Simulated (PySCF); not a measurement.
# Broadened absorption spectrum of 2-methyl-1,3-cyclopentanedione

2-methyl-1,3-cyclopentanedione, C6H8O2.
SMILES: `CC1C(=O)CCC1=O`

Method: PySCF, TDDFT B3LYP/def2-SVPD, vertical, gas phase, core orbitals frozen in the response. Geometry: GFN2-xTB, one conformer, isolated molecule.

Each state is given a Gaussian of 0.3 eV full width at half maximum, with ε(max) = 2.175×10⁸ f / Δν̃ (Δν̃ the width in cm⁻¹). The cross-section is σ = 3.8235×10⁻²¹ ε cm², given in Mb (10⁻¹⁸ cm²). The width is an assumption, not a result. The curve ends short of the highest state used, and states not computed would add to its high-energy end.

(E (eV), σ (Mb)): (3.42, 0.00), (3.52, 0.01), (3.61, 0.05), (3.71, 0.17), (3.80, 0.33), (3.90, 0.38), (3.99, 0.26), (4.09, 0.09), (4.18, 0.02), (4.28, 0.01), (4.37, 0.00), (4.47, 0.00), (4.56, 0.00), (4.66, 0.00), (4.75, 0.00), (4.85, 0.01), (4.94, 0.05), (5.04, 0.15), (5.13, 0.26), (5.23, 0.27), (5.32, 0.25), (5.42, 0.59), (5.51, 1.56), (5.61, 2.75), (5.70, 2.72), (5.80, 1.50), (5.89, 0.52), (5.99, 0.18), (6.08, 0.56), (6.18, 2.16), (6.27, 4.36), (6.37, 5.31), (6.46, 3.74), (6.56, 1.42), (6.65, 0.42), (6.75, 0.66)

Question: Where are the band maxima, and which computed states make them?

Answer: 320 nm (3.87 eV), ε about 100, made up of S1 (100%); 239 nm (5.19 eV), ε about 74, made up of S3 (99%); 219 nm (5.65 eV), ε about 760, made up of S4 (100%); 195 nm (6.35 eV), ε about 1400, made up of S5 (100%) (ε in L mol⁻¹ cm⁻¹; maxima over ε = 5, shares over 10%). At its high-energy end, 6.75 eV, the curve is still rising (ε about 170, from S6). The states used: S1 3.87 eV (f 0.0011); S2 4.35 eV (f 0.0000); S3 5.18 eV (f 0.0008); S4 5.65 eV (f 0.0085); S5 6.35 eV (f 0.016); S6 7.05 eV (f 0.031); S7 7.16 eV (f 0.0050); S8 7.35 eV (f 0.0058).

Question: Coming from long wavelengths, where does ε first pass 100 L mol⁻¹ cm⁻¹?

Answer: At about 322 nm (3.85 eV), 0.03 eV below S1.

Question: On this curve, what absorbance would a 10⁻⁴ mol/L sample give at 193 nm over a 1 cm path?

Answer: 193 nm is 6.424 eV, where ε is about 1200 L mol⁻¹ cm⁻¹, so A = ε c l ≈ 0.12 (Beer–Lambert, with the gas-phase spectrum and the assumed width).

Question: What would ε be at 6.35 eV, the highest of these maxima, with half the width (0.15 eV)?

Answer: About 2800 L mol⁻¹ cm⁻¹ against 1400, a factor of about 2.00; a lone state at its own centre would give exactly 2.
